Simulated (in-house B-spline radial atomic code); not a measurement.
A run on neutral molybdenum (an excited or competing configuration) that did not converge. Method: scalar-relativistic (X2C) wB97X, spin-polarised, spherical fractional occupations, exact exchange averaged over the configuration, Fermi nucleus of rms radius 4.4091 fm; computed with a B-spline radial code for spherical atoms.

Command:
```bash
python run_scf.py task.json out
```
Settings (nuclear radius in fm, mass in u):
```
Z                42
configuration    [Ar] 3d10 4s2 4p5 4d5 5s1 5d1
hamiltonian      x2c
method           wb97x
spin_polarised   True
nucleus          fermi
rms_radius       4.4091
atomic_mass      97.9054
speed_of_light   137.035999084
exact_exchange   averaged over the configuration
```

First and last ten iterations of the last attempt (damped for 15 steps, keeping 80 % of the old Fock matrix, then DIIS):
```
 iter        energy (Eh)    residual
    1       -4039.093213    4.38e-01
    2       -4043.546941    2.54e-01
    3       -4044.869540    1.72e+00
    4       -4044.093104    1.59e-01
    5       -4044.557017    1.39e-01
    6       -4044.891303    1.22e-01
    7       -4045.159729    1.10e-01
    8       -4045.419090    1.04e-01
    9       -4045.689500    9.86e-02
   10       -4045.960980    8.99e-02
  111       -4047.033943    2.74e-06
  112       -4047.033943    6.51e-06
  113       -4047.033943    7.53e-07
  114       -4047.033943    7.35e-07
  115       -4047.033943    7.45e-07
  116       -4047.033943    9.55e-07
  117       -4047.033943    9.42e-07
  118       -4047.033943    8.07e-07
  119       -4047.033943    1.98e-05
  120       -4047.033943    3.78e-05
 not converged after 120 iterations
```

The smallest residual met was 5.8e-07; the threshold is about 4e-07. Over the last five steps the energy moves by less than 1e-08 hartree, but the orbitals didn't meet the threshold. Cost of the run: 41 s on 1 thread of Arm Neoverse N1 (shared host).
